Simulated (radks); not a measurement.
Species: Cs25+. Configuration: [Ar] 3d10 4s2. All-electron calculation, scalar-relativistic Kohn-Sham, PBE, spin-polarised, spherical densities, finite nucleus; Fermi nuclear charge, rms radius 4.8041 fm. Program: a radial shooting solver on a logarithmic mesh with Libxc functionals.

Unscreened Slater integrals over Kohn-Sham orbitals (hartree). They are taken over the spin-up orbitals.

| integral | value |
|---|---|
| F0(4s,4s) | 1.4622 |
| F0(4s,3d) | 1.8390 |
| G2(4s,3d) | 0.17244 |
| F0(4s,3p) | 1.8119 |
| G1(4s,3p) | 0.17933 |
| F0(4s,3s) | 1.8074 |
| G0(4s,3s) | 0.13533 |
| F0(3d,3d) | 3.4061 |
| F2(3d,3d) | 1.7236 |
| F4(3d,3d) | 1.1059 |
| F0(3d,3p) | 3.2059 |
| F2(3d,3p) | 1.5497 |
| G1(3d,3p) | 1.7320 |
| G3(3d,3p) | 1.1306 |
| F0(3d,3s) | 3.1820 |
| G2(3d,3s) | 1.3170 |
| F0(3p,3p) | 3.0861 |
| F2(3p,3p) | 1.5553 |
| F0(3p,3s) | 3.0633 |
| G1(3p,3s) | 2.0084 |
| F0(3s,3s) | 3.0470 |
